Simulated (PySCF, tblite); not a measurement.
Isomers of C6H11NS2Si, one GFN2-xTB conformer each. Single-point energies are computed at PBE0/pcSseg-1 (PySCF, gas phase, no added dispersion term), electronic only.

```json
{"SMILES": "CN(Cc1cccs1)[SiH2]S", "GFN2-xTB relative energy (kcal/mol)": "4.7"}
{"SMILES": "CS[SiH2]SCn1cccc1", "GFN2-xTB relative energy (kcal/mol)": "0.0"}
```

Conformers: `[CH3:1][N:2]([CH2:3][c:4]1[cH:5][cH:6][cH:7][s:8]1)[SiH2:9][SH:10]` with C1–N2–C3–C4 -70°, N2–C3–C4–C5 99°, C1–N2–Si9–S10 -174°, N2–Si9–S10–H -81°; `[CH3:1][S:2][SiH2:3][S:4][CH2:5][n:6]1[cH:7][cH:8][cH:9][cH:10]1` with C1–S2–Si3–S4 173°, S2–Si3–S4–C5 49°, Si3–S4–C5–N6 63°, S4–C5–N6–C7 -99°.

What does PBE0/pcSseg-1 give for the same structures?

```json
{"SMILES": "CS[SiH2]SCn1cccc1", "PBE0/pcSseg-1 E (Eh)": "-1375.09079", "PBE0/pcSseg-1 (kcal/mol)": "0.0", "GFN2-xTB (kcal/mol)": "0.0", "point group": "C1"}
{"SMILES": "CN(Cc1cccs1)[SiH2]S", "PBE0/pcSseg-1 E (Eh)": "-1375.08270", "PBE0/pcSseg-1 (kcal/mol)": "5.1", "GFN2-xTB (kcal/mol)": "4.7", "point group": "C1"}
```

Both levels put the same isomer lowest. As drawn, the higher has an S–H bond, which the lower lacks.

Which frontier levels, dipoles and rotational constants go with these structures?

```
             SMILES  HOMO (eV, PBE0/pcSseg-1)  LUMO (eV)  dipole (D)       A, B, C (MHz)
  CS[SiH2]SCn1cccc1                     -6.22      -0.23        1.59  1318, 569.7, 458.9
CN(Cc1cccs1)[SiH2]S                     -6.57      -0.61        2.82  1435, 571.7, 462.2
```

What happens when harmonic zero-point energies from GFN2-xTB frequencies are added?

```
             SMILES  ZPE (kcal/mol)  electronic (kcal/mol)  with ZPE (kcal/mol)
  CS[SiH2]SCn1cccc1            97.7                    0.0                  0.0
CN(Cc1cccs1)[SiH2]S            95.9                    5.1                  3.3
```

The zero-point energies span 1.8 kcal/mol. The order is unchanged.
